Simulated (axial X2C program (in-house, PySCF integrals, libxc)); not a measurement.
BTe⁻: bond constants with and without spin–orbit coupling

Computed with an in-house all-electron X2C program for linear molecules (integrals from PySCF). Spin-free means the one-electron spin-free X2C Hamiltonian; two-component (2c) means X2C with spin–orbit coupling and atomic mean-field two-electron Coulomb and Gaunt terms, so the difference of the two also holds small scalar two-electron terms. Basis: Te dyall-acv3z [12s13p9d5f1g], B dyall-av3z [8s7p3d2f] (cores contracted in-house); Gaussian nuclei, density fitting, unrestricted open shells. Masses: Te 129.906 u, B 11.009 u.

The run was started with this input:
```json
{"zs": [52, 5], "q": -1, "bas": ["dyall-acv3z", "dyall-av3z"], "levels": ["PBE0", "HF", "PBE50"], "cc": true, "r0": 2.06, "thr": -1.0, "nmax": 90, "npts": 10, "nst": 2, "ntry": 6}
```
```bash
python so2c.py task.json out
```

Keys: zs atomic numbers; q charge; bas basis sets; levels methods; cc coupled cluster on or off; r0 starting distance in Å; thr threshold in hartree for freezing inner shells (an s shell follows its p shell); nmax most natural virtual spinors; npts points on the curve; nst determinants followed; ntry starts of the search. HF also brings MP2.

State, spin-free: M_S = 0, Λ = 0 (closed shell); electrons by block: σα: 13, σβ: 13, π+α: 6, π+β: 6, π-α: 6, π-β: 6, δ+α: 2, δ+β: 2, δ-α: 2, δ-β: 2. Fragments: Te- + B.

State, 2c: Ω = 0 (closed shell); electrons by block: 1/2: 19, -1/2: 19, 3/2: 8, -3/2: 8, 5/2: 2, -5/2: 2. Fragments: Te- + B.

| Hamiltonian | level | Re (Å) | ωe (cm⁻¹) | ωexe (cm⁻¹) | αe (cm⁻¹) | De (eV) | D0 (eV) | μ (D) |
| --- | --- | --- | --- | --- | --- | --- | --- | --- |
| spin-free | PBE0 | 2.065 | 667.2 | 2.87 | 0.0026 | 4.23 | 4.19 | -4.84 |
| spin-free | HF | 2.079 | 673.9 | 2.82 | 0.00247 | 2.54 | 2.50 | -4.27 |
| spin-free | MP2 | 2.061 | 684.6 | 2.85 | 0.00254 | 4.27 | 4.22 | n/a |
| spin-free | CCSD | 2.075 | 668.1 | 2.96 | 0.00257 | 3.90 | 3.86 | n/a |
| spin-free | CCSD(T) | 2.081 | 658.5 | 3.04 | 0.00263 | 4.13 | 4.09 | n/a |
| spin-free | PBE50 | 2.053 | 690.5 | 2.82 | 0.00252 | 4.01 | 3.96 | -4.73 |
| 2c | PBE0 | 2.067 | 663.7 | 2.89 | 0.00262 | 4.07 | 4.03 | -4.86 |
| 2c | HF | 2.081 | 670.2 | 2.84 | 0.00249 | 2.34 | 2.30 | -4.30 |
| 2c | MP2 | 2.062 | 681.5 | 2.86 | 0.00255 | 4.08 | 4.04 | n/a |
| 2c | CCSD | 2.077 | 664.5 | 2.97 | 0.00258 | 3.71 | 3.67 | n/a |
| 2c | CCSD(T) | 2.082 | 655.2 | 3.04 | 0.00264 | 3.94 | 3.90 | n/a |
| 2c | PBE50 | 2.055 | 687.1 | 2.84 | 0.00253 | n/a | n/a | -4.76 |

Correlated methods: 10 electrons correlated (number of frozen shells: Te 4 s, 3 p, 2 d; B 1 s), 288 virtual spin orbitals or spinors in MP2, 90 natural virtuals in coupled cluster.

Dipoles are positive if B is the positive end and refer to the centre of mass.

The state is one determinant whose occupation by symmetry is held fixed; it was picked as the lowest of a PBE0 search that is not exhaustive. The closed shell is kept restricted, so the energy runs too high when the bond is stretched far. Dissociation energies refer to the lowest single-determinant-based atoms at the same level and basis. De is not given where an atomic determinant may have missed its ground term or J level, or where the truncated virtual space spoils (T). Coupled cluster ran in a truncated set of natural virtual spinors; the MP2 energy of the rest was added. (T) has no such correction and the atoms are truncated less, which lowers De at CCSD(T) by a hundredth of an eV or more. In 2c an atomic determinant is not the ground J level, so De misses part of the atomic spin–orbit lowering. This holds for PBE0. The functionals have no current-density term, which raises determinants with orbital currents, atoms included. The T1 diagnostic is large, a sign of multireference character. With the outer-core shells frozen, correlated bond lengths of heavy atoms tend to come out a few hundredths of an ångström too long. Hartree–Fock gets electron affinities wrong, so its lowest charge split need not be the true one.

Rough cost a point (2c) on 1 thread(s) of a shared host, integrals apart: PBE0 0.5 s, HF 0.27 s, CCSD(T) 5 s, PBE50 0.5 s.

The whole task took 2.4 min on 1 thread of Intel(R) Xeon(R) 6975P-C (Granite Rapids) (shared host).
